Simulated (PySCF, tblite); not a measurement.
Isomers of C7H8F3P. Computed values, GFN2-xTB/tblite, gas phase, harmonic and unscaled. The method is semi-empirical: single wavenumbers can be off by several per cent or more. One conformer each.

Electronic energies: PBE0/pcSseg-1 single points on the GFN2-xTB geometries (PySCF, gas phase).

| SMILES | electronic energy, lowest = 0 (kJ/mol) |
| --- | --- |
| CCp1ccc(C(F)(F)F)c1 | 0.0 |
| FC(F)(F)CP1C=CCC=C1 | 24.4 |
| C#CCP(CC)C(F)=C(F)F | 296.8 |

Task: How do GFN2-xTB zero-point energies change the relative energies?

Result: 
```json
{"SMILES": "CCp1ccc(C(F)(F)F)c1", "ZPE (kJ/mol)": "349.1", "of it from modes above 1550 cm⁻¹": "155.1", "electronic (kJ/mol)": "0.0", "with ZPE, lowest = 0 (kJ/mol)": "0.0", "lowest mode (cm⁻¹)": "14", "rings": "1"}
{"SMILES": "FC(F)(F)CP1C=CCC=C1", "ZPE (kJ/mol)": "349.0", "of it from modes above 1550 cm⁻¹": "163.8", "electronic (kJ/mol)": "24.4", "with ZPE, lowest = 0 (kJ/mol)": "24.2", "lowest mode (cm⁻¹)": "27", "rings": "1"}
{"SMILES": "C#CCP(CC)C(F)=C(F)F", "ZPE (kJ/mol)": "340.6", "of it from modes above 1550 cm⁻¹": "169.3", "electronic (kJ/mol)": "296.8", "with ZPE, lowest = 0 (kJ/mol)": "288.3", "lowest mode (cm⁻¹)": "26", "rings": "0"}
```

The zero-point energies span 8.5 kJ/mol, from `C#CCP(CC)C(F)=C(F)F` to `CCp1ccc(C(F)(F)F)c1`. The order is unchanged.

Task: And how do the electronic energies of GFN2-xTB itself compare?

Result: `CCp1ccc(C(F)(F)F)c1` 0.0; `FC(F)(F)CP1C=CCC=C1` 16.9; `C#CCP(CC)C(F)=C(F)F` 212.3 kJ/mol, lowest = 0. Against the energies above, taken from the same isomer `CCp1ccc(C(F)(F)F)c1`, the largest difference is 84.5 kJ/mol.
